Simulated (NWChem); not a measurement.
System: Si₂H₆Te; SMILES [SiH3][Te][SiH3]

Output (shortened):

```
             Northwest Computational Chemistry Package (NWChem) 7.3.0
             --------------------------------------------------------

 C2V symmetry detected

                             Geometry "geometry" -> ""
                             -------------------------

 Output coordinates in angstroms (scale by  1.889725989 to convert to a.u.)

  No.       Tag          Charge          X              Y              Z
 ---- ---------------- ---------- -------------- -------------- --------------
    1 Te                  52.0000     0.00000000     0.00000000    -0.70927410
    2 Si                  14.0000    -1.80798100     0.00000000     1.02686898
    3 H                    1.0000    -3.10226800     0.00000000     0.28468019
    4 H                    1.0000    -1.71813200    -1.21553662     1.89014031
    5 H                    1.0000    -1.71813200     1.21553662     1.89014031
    6 Si                  14.0000     1.80798100     0.00000000     1.02686898
    7 H                    1.0000     1.71813200     1.21553662     1.89014031
    8 H                    1.0000     1.71813200    -1.21553662     1.89014031
    9 H                    1.0000     3.10226800     0.00000000     0.28468019

 Effective nuclear repulsion energy (a.u.)     428.7171249566

      Symmetry information
      --------------------

 Group name             C2v
 Group number             16
 Group order               4
 No. of unique centers     4

                                 NWChem DFT Module
                                 -----------------

 Summary of "ao basis" -> "ao basis" (spherical)
 ------------------------------------------------------------------------------
       Tag                 Description            Shells   Functions and Types
 ---------------- ------------------------------  ------  ---------------------
 Te                          3-21g                  13       31   6s5p2d
 Si                          3-21g                   7       13   4s3p
 H                           3-21g                   2        2   2s

      Symmetry analysis of basis
      --------------------------

        a1         29
        a2          7
        b1         21
        b2         12

            General Information
            -------------------
          SCF calculation type: DFT
          Wavefunction type:  closed shell.
          No. of atoms     :     9
          No. of electrons :    86
           Alpha electrons :    43
            Beta electrons :    43
          Charge           :     0
          Spin multiplicity:     1
          Use of symmetry is: on ; symmetry adaption is: on
          Maximum number of iterations: 150
          AO basis - number of functions:    69
                     number of shells:    39
          Convergence on energy requested:  1.00D-06
          Convergence on density requested:  1.00D-05
          Convergence on gradient requested:  5.00D-04

              XC Information
              --------------
                         B3LYP Method XC Potential
                     Hartree-Fock (Exact) Exchange  0.200
                        Slater Exchange Functional  0.800 local
                    Becke 1988 Exchange Functional  0.720 non-local
              Lee-Yang-Parr Correlation Functional  0.810
                  VWN I RPA Correlation Functional  0.190 local

             Grid Information
             ----------------
          Grid used for XC integration:  medium
          Radial quadrature: Mura-Knowles
          Angular quadrature: Lebedev.
          Tag              B.-S. Rad. Rad. Pts. Rad. Cut. Ang. Pts.
          ---              ---------- --------- --------- ---------
          Te                  1.40      123           9.0       590
          Si                  1.10       88          11.0       590
          H                   0.35       45          13.0       434
          Grid pruning is: on
          Number of quadrature shells:   301
          Spatial weights used:  Erf1

      Superposition of Atomic Density Guess
      -------------------------------------

 Sum of atomic energies:       -7160.34322046

      Non-variational initial energy
      ------------------------------

 Total energy =   -7161.144075
 1-e energy   =  -10722.395202
 2-e energy   =    3132.534002
 HOMO         =      -0.247378
 LUMO         =       0.037384

      Symmetry analysis of molecular orbitals - initial
      -------------------------------------------------

  Numbering of irreducible representations:

     1 a1          2 a2          3 b1          4 b2

  Orbital symmetries:

     1 a1          2 a1          3 b1          4 a1          5 b2
     6 b1          7 a1          8 a1          9 b1         10 a1
    11 b2         12 b1         13 a1         14 a1         15 a2
    16 b2         17 a1         18 b1         19 a1         20 b1
    21 a1         22 b2         23 b1         24 a1         25 a2
    26 b2         27 a1         28 b1         29 b1         30 a1
    31 a2         32 a1         33 b2         34 a1         35 b1
    36 a1         37 a1         38 b2         39 b1         40 a2
    41 b1         42 a1         43 b2         44 b1         45 a1
    46 a1         47 a2         48 b2         49 b1         50 a1
    51 b1         52 a1         53 b1

     ---------------------------------------------
      Total Density - Mulliken Population Analysis
     ---------------------------------------------

    Atom       Charge   Shell Charges
 -----------   ------   -------------------------------------------------------
    1 Te  52    52.32   2.00  2.00  6.00  2.00  6.00  2.00  5.96  0.96  2.40  0.97  2.06 10.00 10.00
    2 Si  14    13.57   2.00  1.98  5.86  0.68  1.38  0.74  0.94
    3 H    1     1.09   0.40  0.69
    4 H    1     1.09   0.40  0.69
    5 H    1     1.09   0.40  0.69
    6 Si  14    13.57   2.00  1.98  5.86  0.68  1.38  0.74  0.94
    7 H    1     1.09   0.40  0.69
    8 H    1     1.09   0.40  0.69
    9 H    1     1.09   0.40  0.69

   convergence    iter        energy       DeltaE   RMS-Dens  Diis-err
 ---------------- ----- ----------------- --------- --------- ---------
 d= 0,ls=0.0,diis     1  -7164.8598381389 -7.59D+03  1.67D-02  3.38D-01
 d= 0,ls=0.0,diis     2  -7164.8838616040 -2.40D-02  1.07D-02  1.04D-01
 d= 0,ls=0.0,diis     3  -7164.9028915980 -1.90D-02  4.10D-03  2.44D-02
 d= 0,ls=0.0,diis     4  -7164.9083659417 -5.47D-03  7.56D-04  6.50D-04
 d= 0,ls=0.0,diis     5  -7164.9085147838 -1.49D-04  1.08D-04  1.17D-05
  Resetting Diis
 d= 0,ls=0.0,diis     6  -7164.9085179323 -3.15D-06  1.14D-05  8.82D-08
 d= 0,ls=0.0,diis     7  -7164.9085179606 -2.83D-08  1.03D-06  5.92D-10

         Total DFT energy =    -7164.908517960562
      One electron energy =   -10725.406850704983
           Coulomb energy =     3347.174693446085
    Exchange-Corr. energy =     -215.393485658302
 Nuclear repulsion energy =      428.717124956638

 Numeric. integr. density =       86.000034774321

                  Occupations of the irreducible representations
                  ----------------------------------------------

                     irrep           alpha         beta
                     --------     --------     --------
                     a1               19.0         19.0
                     a2                4.0          4.0
                     b1               12.0         12.0
                     b2                8.0          8.0

                       DFT Final Molecular Orbital Analysis
                       ------------------------------------

 Vector   41  Occ=2.000000D+00  E=-3.201534D-01  Symmetry=b1
              MO Center=  1.9D-16,  4.0D-17,  1.5D-01, r^2= 5.3D+00
   Bfn.  Coefficient  Atom+Function         Bfn.  Coefficient  Atom+Function
  ----- ------------  ---------------      ----- ------------  ---------------
    15      0.449798  1 Te px                11     -0.323817  1 Te px
    38     -0.227258  2 Si px                57     -0.227258  6 Si px
    46      0.220839  3 H  s                 69     -0.220839  9 H  s
    19      0.167889  1 Te px                42     -0.157164  2 Si px
    61     -0.157164  6 Si px                41     -0.155127  2 Si s

 Vector   42  Occ=2.000000D+00  E=-2.922548D-01  Symmetry=a1
              MO Center= -2.1D-16,  2.2D-15, -3.4D-01, r^2= 4.2D+00
   Bfn.  Coefficient  Atom+Function         Bfn.  Coefficient  Atom+Function
  ----- ------------  ---------------      ----- ------------  ---------------
    17      0.476579  1 Te pz                13     -0.355667  1 Te pz
    18     -0.306996  1 Te s                 21      0.302182  1 Te pz
    14     -0.191018  1 Te s                 40     -0.161453  2 Si pz
    59     -0.161453  6 Si pz                 9      0.159931  1 Te pz
    10      0.155931  1 Te s                 48     -0.124522  4 H  s

 Vector   43  Occ=2.000000D+00  E=-2.271144D-01  Symmetry=b2
              MO Center= -5.4D-16, -2.2D-17, -4.8D-01, r^2= 3.2D+00
   Bfn.  Coefficient  Atom+Function         Bfn.  Coefficient  Atom+Function
  ----- ------------  ---------------      ----- ------------  ---------------
    16      0.574441  1 Te py                20      0.508413  1 Te py
    12     -0.430940  1 Te py                 8      0.193220  1 Te py
    48      0.161194  4 H  s                 50     -0.161194  5 H  s
    65     -0.161194  7 H  s                 67      0.161194  8 H  s
    43      0.073239  2 Si py                62      0.073239  6 Si py

 Vector   44  Occ=0.000000D+00  E=-3.095889D-02  Symmetry=b1
              MO Center= -4.1D-14,  2.4D-16,  9.9D-02, r^2= 5.9D+00
   Bfn.  Coefficient  Atom+Function         Bfn.  Coefficient  Atom+Function
  ----- ------------  ---------------      ----- ------------  ---------------
    19      1.030641  1 Te px                41      0.689488  2 Si s
    60     -0.689488  6 Si s                 42      0.572562  2 Si px
    61      0.572562  6 Si px                15      0.347231  1 Te px
    44     -0.344382  2 Si pz                63      0.344382  6 Si pz
    11     -0.285181  1 Te px                38      0.173248  2 Si px

 Vector   45  Occ=0.000000D+00  E=-1.974502D-02  Symmetry=a1
              MO Center=  3.7D-14, -4.7D-13,  3.9D-01, r^2= 6.8D+00
   Bfn.  Coefficient  Atom+Function         Bfn.  Coefficient  Atom+Function
  ----- ------------  ---------------      ----- ------------  ---------------
    18      1.188598  1 Te s                 21      1.033489  1 Te pz
    41     -0.629272  2 Si s                 60     -0.629272  6 Si s
    42     -0.619919  2 Si px                61      0.619919  6 Si px
    44      0.546575  2 Si pz                63      0.546575  6 Si pz
    17      0.326671  1 Te pz                13     -0.256745  1 Te pz

 Vector   46  Occ=0.000000D+00  E= 2.191677D-02  Symmetry=a1
              MO Center=  7.0D-16, -4.1D-17,  1.0D+00, r^2= 6.7D+00
   Bfn.  Coefficient  Atom+Function         Bfn.  Coefficient  Atom+Function
  ----- ------------  ---------------      ----- ------------  ---------------
    46      0.846867  3 H  s                 69      0.846867  9 H  s
    44      0.649857  2 Si pz                63      0.649857  6 Si pz
    42      0.602169  2 Si px                61     -0.602169  6 Si px
    48     -0.333379  4 H  s                 50     -0.333379  5 H  s
    65     -0.333379  7 H  s                 67     -0.333379  8 H  s

     ---------------------------------------------
      Total Density - Mulliken Population Analysis
     ---------------------------------------------

    Atom       Charge   Shell Charges
 -----------   ------   -------------------------------------------------------
    1 Te  52    52.00   2.00  2.00  6.00  2.00  5.99  2.00  5.96  1.07  2.45  0.91  1.63 10.00  9.99
    2 Si  14    13.78   2.00  1.97  5.85  0.74  1.70  0.70  0.81
    3 H    1     1.07   0.43  0.64
    4 H    1     1.07   0.43  0.64
    5 H    1     1.07   0.43  0.64
    6 Si  14    13.78   2.00  1.97  5.85  0.74  1.70  0.70  0.81
    7 H    1     1.07   0.43  0.64
    8 H    1     1.07   0.43  0.64
    9 H    1     1.07   0.43  0.64

     -------------------------------------------
      Total Density - Lowdin Population Analysis
     -------------------------------------------

    Atom       Charge   Shell Charges
 -----------   ------   -------------------------------------------------------
    1 Te  52    52.00   2.00  2.00  6.00  1.98  5.97  1.99  5.75  1.01  2.39  0.77  2.14 10.00  9.99
    2 Si  14    13.82   2.00  1.95  5.79  0.64  1.59  0.55  1.29
    3 H    1     1.05   0.44  0.62
    4 H    1     1.06   0.44  0.62
    5 H    1     1.06   0.44  0.62
    6 Si  14    13.82   2.00  1.95  5.79  0.64  1.59  0.55  1.29
    7 H    1     1.06   0.44  0.62
    8 H    1     1.06   0.44  0.62
    9 H    1     1.05   0.44  0.62

     Multipole analysis of the density
     ---------------------------------

     L   x y z        total         alpha         beta         nuclear
     -   - - -        -----         -----         ----         -------
     0   0 0 0     -0.000000    -43.000000    -43.000000     86.000000

     1   1 0 0     -0.000000     -0.000000     -0.000000     -0.000000
     1   0 1 0     -0.000000     -0.000000     -0.000000      0.000000
     1   0 0 1      0.404805      0.202402      0.202402      0.000000

     2   2 0 0    -42.761601   -240.255460   -240.255460    437.749320
     2   1 1 0     -0.000000     -0.000000     -0.000000      0.000000
     2   1 0 1      0.000000      0.000000      0.000000      0.000000
     2   0 2 0    -46.597149    -33.851279    -33.851279     21.105408
     2   0 1 1      0.000000      0.000000      0.000000      0.000000
     2   0 0 2    -45.122908   -147.793522   -147.793522    250.464135
```

Level: B3LYP/3-21G, non-relativistic. Geometry: optimised at PBE0/def2-SVP (def2 core potentials past Kr).

Q: Which NWChem input produces such a log?

A: One answer among several that fit: the input that was run:
```
start job
memory heap 200 mb stack 900 mb global 1100 mb
geometry units angstroms noautoz
  Te    -0.742977    -0.146382     0.000000
  Si     0.987341    -0.004282     1.807981
  H      0.247738    -0.066193     3.102268
  H      1.947841    -1.144499     1.717431
  H      1.747504     1.278306     1.718833
  Si     0.987341    -0.004282    -1.807981
  H      1.747504     1.278306    -1.718833
  H      1.947841    -1.144499    -1.717431
  H      0.247738    -0.066193    -3.102268
end
basis spherical
  * library 3-21g
end
dft
  xc b3lyp
  iterations 150
  mulliken
end
task dft energy
```
